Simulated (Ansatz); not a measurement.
CHN, charge +1, doublet, at a GFN2-xTB geometry (a state made from the parent by changing its charge; the spin is typed, not shown lowest); Ansatz (a first-principles code) with PBE0/aug-cc-pVDZ.

Ansatz was given this input:
Ansatz 0.2 input:
```yaml
crystal:
  periodic: [false, false, false]
  atoms:
    - {symbol: C, position_ang: [-0.00000000, -0.00000000, -0.48312722]}
    - {symbol: N, position_ang: [0.00000000, 0.00000000, 0.64165945]}
    - {symbol: H, position_ang: [-0.00000000, -0.00000000, -1.59285286]}
basis:
  gaussian:
    orbitals: aug-cc-pVDZ
hamiltonian:
  xc: pbe0
total_charge: 1
magnetization: {spin_polarized: true, initial_magnetization: 1}
accuracy: high
```

Output, abridged:

```
Functional definition: PBE0
951 factors; integrals over basis functions are off by at most 2.3e-9 eV
mean field evaluation 1: about -2520.8702 eV, gradient 3.1e1 eV
mean field evaluation 2: about -2519.2930 eV, gradient 3.7e1 eV
mean field evaluation 4: about -2525.4226 eV, gradient 1.3e0 eV
mean field evaluation 8: about -2525.4417 eV, gradient 6.4e-2 eV
mean field evaluation 16: about -2525.4419 eV, gradient 8.5e-7 eV
mean field evaluation 32: about -2525.5412 eV, gradient 1.2e-1 eV
mean field -2525.54134883 eV, -92.8119326959 hartree, gradient 2.0e-8 eV, S^2 0.759176; 5 other end points of the search recorded, 0 dependent functions left out
reference -2525.54135419 eV, -92.8119328932 hartree; 7, 6 occupied and 48, 49 virtual orbitals, 951 factors
Total energy: -2525.54135419 eV, -92.8119328932 hartree
```
